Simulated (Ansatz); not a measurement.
Reactions of CH$_{3}$FOSi (`CO[Si]F`).

Calculated with Ansatz (gas phase, PBE0-D4/def2-TZVP geometries, no zero-point term in ΔE). CBS: MP2 limit from def2 TZ/QZ plus the TZ coupled-cluster correction, frozen cores. This one scheme is used for every species. Double bonds are as drawn, so ΔE can hold a change between cis and trans. Functionals use def2-TZVPP. B3LYP here is the variant with VWN-RPA as its local correlation; programs differ in this. For Br, Ge, Mg outer-core shells are correlated without core-valence functions, which leaves a few kJ/mol of doubt a bond. Scalar relativity is left out up to krypton. One conformer a species, not always the lowest.

| reaction | B3LYP-D4 (eV) |
| --- | --- |
| `CO[Si]F` + `BCBCC` → `CC[Si]OC` + `BCBF` | 0.64 |
| `CO[Si]F` + `CO/C=C/Cl` → `CO[Si]OC` + `F/C=C/Cl` | 0.77 |
| `CO[Si]F` + `NC(F)O[SiH3]` → `CO[SiH]` + `NC(F)(F)O[SiH3]` | 2.33 |
| `CO[Si]F` + `C[CH2][Al]([Cl])[Br]` → `CO[Si]Cl` + `C[CH2][Al]([F])[Br]` | 0.18 |
| `CO[Si]F` + `[CH3][MgH]` → `C[CH2][MgH]` + `O[Si]F` | -0.21 |
| `CO[Si]F` + `O[SiH](F)O[SiH2]Cl` → `CO[SiH](F)O[SiH2]Cl` + `O[Si]F` | 0.08 |
| `CO[Si]F` + `[SiH3][S][GeH3]` → `F[SiH]` + `CO[SiH2][S][GeH3]` | 0.92 |
| `CO[Si]F` + `CCC` → `CC(C)[Si]F` + CH₃OH | 1.96 |
| `CO[Si]F` + `CCCCCl` → `CC[Si]F` + `COCCCl` | 2.23 |

Task: Give the CCSD(T)/CBS values in the same order. (Best estimate.)

Result: Ansatz gave: 0.66, 0.83, 2.36, 0.21, -0.30, 0.07, 0.88, 1.89, 2.25 eV.

Largest T1 diagnostic: 0.015, for `CO[SiH]`.
